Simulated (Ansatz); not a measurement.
Start from `C=CC(=C)I` and change one atom or group to get `C=CC(=C)[SiH3]`.

Ansatz, PBE0-D4/def2-TZVP geometries, multiplicity 1. Each molecule was computed in one conformer, which needn't be the lowest.

Elements past krypton have def2 core potentials.

```csv
property,`C=CC(=C)I`
HOMO–LUMO gap (PBE/def2-TZVPP) / eV,3.70
HOMO energy (B3LYP/def2-TZVPP) / eV,-6.71
HOMO energy (PBE0/def2-TZVPP) / eV,-6.93
LUMO energy (B3LYP/def2-TZVPP) / eV,-1.49
HOMO–LUMO gap (ωB97M-V/def2-TZVPP) / eV,9.76
HOMO–LUMO gap (B3LYP/def2-TZVPP) / eV,5.22
```

Q: Give the same properties after the change, and the shifts. (Best estimate.)

A: Ansatz gave: 
```
                               property  `C=CC(=C)[SiH3]`  shift
    HOMO–LUMO gap (PBE/def2-TZVPP) / eV              4.00   0.30
    HOMO energy (B3LYP/def2-TZVPP) / eV             -6.83  -0.12
     HOMO energy (PBE0/def2-TZVPP) / eV             -7.04  -0.11
    LUMO energy (B3LYP/def2-TZVPP) / eV             -1.32   0.17
HOMO–LUMO gap (ωB97M-V/def2-TZVPP) / eV             10.08   0.32
  HOMO–LUMO gap (B3LYP/def2-TZVPP) / eV              5.51   0.29
```

With PBE0 the HOMO falls by 0.11 eV and the LUMO rises by 0.18 eV, so the gap widens by about 0.29 eV. PBE moves the HOMO by -0.16 eV and ωB97M-V by -0.14 eV.

B3LYP here is the variant with VWN-RPA as its local correlation; programs differ in this.

Spin–orbit coupling is left out; it splits and shifts lone-pair levels of the heavy atoms by tenths of an eV.
